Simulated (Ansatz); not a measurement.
Geometry optimisation, RKS B3LYP-D4/STO-3G in Ansatz.

The input (input.yaml):

```yaml
crystal:
  periodic: [false, false, false]
  atoms:
    - { symbol: O, position_ang: [0.8932, -2.1148, -0.4955] }
    - { symbol: Si, position_ang: [-0.2925, -1.0905, 0.1884] }
    - { symbol: O, position_ang: [0.3713, -0.2126, 1.4081] }
    - { symbol: Si, position_ang: [0.7576, 1.211, 0.5769] }
    - { symbol: Si, position_ang: [-0.8651, 0.7331, -1.0073] }
    - { symbol: Cl, position_ang: [-2.7284, 1.4985, -0.6247] }
    - { symbol: H, position_ang: [1.3203, -2.6806, 0.102] }
    - { symbol: H, position_ang: [-1.368, -1.8932, 0.6972] }
    - { symbol: H, position_ang: [0.3806, 2.3941, 1.475] }
    - { symbol: H, position_ang: [2.0874, 1.2403, 0.1087] }
    - { symbol: H, position_ang: [-0.4911, 0.8579, -2.4082] }
basis:
  gaussian: { orbitals: STO-3G }
hamiltonian:
  xc: b3lyp
  dispersion: d4
relax:
  f_tol: 0.02
  max_steps: 40
```

Run as:

```bash
$ ansatz run input.yaml --threads 1 --pin off --max-ram 2048MiB --backend cpu --events-out ev --progress --plain --runs-dir out
```

Where does it end, and by what steps?

It converged. Limits of this set-up: minimal basis. After 14 steps the energy has fallen by 1.065 eV; H7 moved furthest, 0.91 Å.

| step | energy less start (eV) | largest force component (eV/Å) | accepted |
| --- | --- | --- | --- |
| 0 | 0.0000 | 4.842 | yes |
| 1 | -0.8748 | 0.965 | yes |
| 2 | -0.9759 | 0.508 | yes |
| 3 | -1.0090 | 0.601 | yes |
| 4 | -1.0281 | 0.412 | yes |
| 5 | -1.0443 | 0.239 | yes |
| 6 | -1.0507 | 0.225 | yes |
| 7 | -1.0579 | 0.181 | yes |
| 8 | -1.0607 | 0.158 | yes |
| 9 | -1.0608 | 0.254 | yes |
| 10 | -1.0614 | 0.137 | yes |
| 11 | -1.0637 | 0.289 | yes |
| 12 | -1.0651 | 0.031 | yes |
| 13 | -1.0651 | 0.024 | yes |
| 14 | -1.0652 | 0.003 | yes |

```xyz
11
Properties=species:S:1:pos:R:3
O 0.728 -2.317 -0.649
Si -0.164 -1.153 0.234
O 0.900 -0.196 1.208
Si 0.718 1.435 0.641
Si -0.714 0.711 -0.976
Cl -2.722 1.393 -0.921
H 0.606 -3.191 -0.133
H -1.152 -1.821 1.073
H 0.177 2.293 1.680
H 1.994 1.994 0.231
H -0.305 0.795 -2.369
```

Run time: 37 s on 1 thread of Intel(R) Xeon(R) 6975P-C (Granite Rapids), on a shared host, peak memory 0.16 GiB.
